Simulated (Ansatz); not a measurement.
Isolated molecules relaxed with PBE0-D4/def2-TZVP in Ansatz; ΔE leaves out vibrations. CCSD(T)/CBS adds triple-zeta CCSD(T) − MP2 to the extrapolated MP2 energy (def2 sets, frozen cores). This one scheme is used for every species. Functionals use def2-TZVPP. Each species was taken in one conformer, which may not be the lowest.

`CC(C)BN` + `OB(O)F` → `CC(C)OB(O)F` + `BN`  (substitution at a C–B bond)

Is it downhill or uphill in electronic energy at CCSD(T)/CBS, and by how much? (Estimate.)

The calculation gave: Uphill: ΔE = +56.9 kJ/mol.

What do these levels give: r2SCAN-D4, PBE0-D4, MP2/def2-TZVPP, CCSD(T)/def2-TZVPP, HF/def2-QZVPP, MP2/def2-QZVPP? (An estimate is asked.)

Computed: r2SCAN-D4 54.7, PBE0-D4 58.6, MP2/def2-TZVPP 61.5, CCSD(T)/def2-TZVPP 55.1, HF/def2-QZVPP 44.4, MP2/def2-QZVPP 62.5 kJ/mol.

Largest T1 diagnostic among the species: 0.012.

In def2-TZVPP, CCSD(T) changes the Hartree–Fock value by +10.5 kJ/mol (the triples alone add +0.1 kJ/mol) and MP2 by +16.9 kJ/mol.
